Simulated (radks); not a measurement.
Results of a calculation; reference values are marked as such.
Spin polarisation of the 4d4 shell in Nb. Start: [Kr] 4d(up 2, down 2) 5s(up 0.5, down 0.5); electrons of 4d are moved from spin down to spin up, other shells keep equal spins. Level of theory: scalar-relativistic Kohn-Sham, r2SCAN, spin-polarised, spherical densities, finite nucleus; meta-GGA in the generalised Kohn-Sham scheme; Fermi nuclear charge, rms radius of each element as measured or else 0.836 A^(1/3) + 0.57 fm (a radial shooting solver on a logarithmic mesh with Libxc functionals).

| moment (Bohr magnetons) | E - E(0) (eV) | e(4d up) (eV) | e(4d down) (eV) | 5s down minus up (eV) | 4p down minus up (eV) | 4s down minus up (eV) |
|---|---|---|---|---|---|---|
| 0 | 0.000 | -2.959 | -2.959 | 0.000 | 0.000 | 0.000 |
| 1 | -0.189 | -3.306 | -2.550 | 0.349 | 0.720 | 0.616 |
| 2 | -0.758 | -3.596 | -2.069 | 0.715 | 1.434 | 1.222 |
| 3 | -1.720 | -3.809 | -1.479 | 1.072 | 2.130 | 1.807 |
| 4 | -3.110 | -3.929 | -0.712 | 1.480 | 2.804 | 2.364 |

At moment 4 the spin-polarisation energy is -3.110 eV and the 4d exchange splitting 3.217 eV, that is 0.804 eV per Bohr magneton; E = -I m^2/4 would give I = 0.778 eV.
